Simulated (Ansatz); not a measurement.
Geometry optimisation, RKS PBE0-D4/def2-SVP (Ansatz).

Input file:

```yaml
crystal:
  periodic: [false, false, false]
  atoms:
    - { symbol: In, position_ang: [0.0, 0.0, 0.0] }
    - { symbol: O, position_ang: [0.0, 0.0, 2.34] }
    - { symbol: H, position_ang: [-0.9095, -0.2814, 2.6771] }
    - { symbol: O, position_ang: [1.7233, 0.0, -0.995] }
    - { symbol: H, position_ang: [2.0232, -0.9519, -1.1499] }
    - { symbol: Cl, position_ang: [-2.113, 0.0, -1.22] }
    - { symbol: P, position_ang: [0.125, 2.6447, 0.8797] }
    - { symbol: H, position_ang: [0.6855, 2.6845, 2.1839] }
    - { symbol: H, position_ang: [0.9364, 3.4013, -0.0067] }
    - { symbol: H, position_ang: [0.0634, 1.3402, 2.1129] }
basis:
  gaussian: { orbitals: def2-SVP }
hamiltonian:
  xc: pbe0
  dispersion: d4
relax:
  f_tol: 0.15
  max_steps: 25
  restrain:
    - { distance: [0, 6], at: 3.69, k: 30.0 }
    - { distance: [9, 1], at: 2.21, k: 30.0 }
    - { distance: [0, 1], at: 1.99, k: 30.0 }
    - { distance: [9, 6], at: 1.42, k: 30.0 }
```

Command:

```bash
$ ansatz run input.yaml --threads 4 --pin off --max-ram 5120MiB --backend cpu --events-out ev --progress --plain --runs-dir out
```

Task: Where does it end, and by what steps?

Result: The run converged. The restraints hold the end off the free minimum; the threshold counts their pulls, which the force column leaves out. Restrained pairs: In1–P7 (2.79 → 3.69 Å), O2–H10 (1.36 → 2.22 Å), In1–O2 (2.34 → 1.99 Å), P7–H10 (1.80 → 1.43 Å). After 20 steps the energy has fallen by 2.273 eV (the restraints' own energy left out); H9 moved furthest, 1.37 Å.

```csv
step,energy less start (eV),largest force component (eV/Å),accepted
0,0.0000,3.950,yes
1,0.6406,3.269,yes
2,0.2961,2.565,yes
3,-0.8408,1.808,yes
4,-1.6654,1.032,yes
5,-1.9869,0.762,yes
6,-2.0337,0.465,yes
7,-2.0857,0.255,yes
8,-2.0712,1.512,no
9,-2.1076,0.241,yes
10,-2.1247,0.645,yes
11,-2.1653,0.251,yes
12,-2.1803,0.231,yes
13,-2.1809,1.096,no
14,-2.1952,0.414,yes
15,-2.2077,0.250,yes
16,-2.2199,0.306,yes
17,-2.2374,0.206,yes
18,-2.2436,0.558,yes
19,-2.2571,0.404,yes
20,-2.2729,0.185,yes
```

```xyz
10
Properties=species:S:1:pos:R:3
In -0.006 -0.170 -0.025
O -0.143 -0.438 1.946
H -1.060 -0.523 2.236
O 1.715 -0.305 -0.994
H 2.436 -0.545 -0.398
Cl -1.971 0.196 -1.224
P 0.219 3.113 1.633
H 1.584 2.898 1.269
H -0.271 2.845 0.311
H 0.033 1.767 2.068
```

Time of the run: 43 s on 4 threads of Arm Neoverse V2 (shared host), peak memory 0.3 GiB.
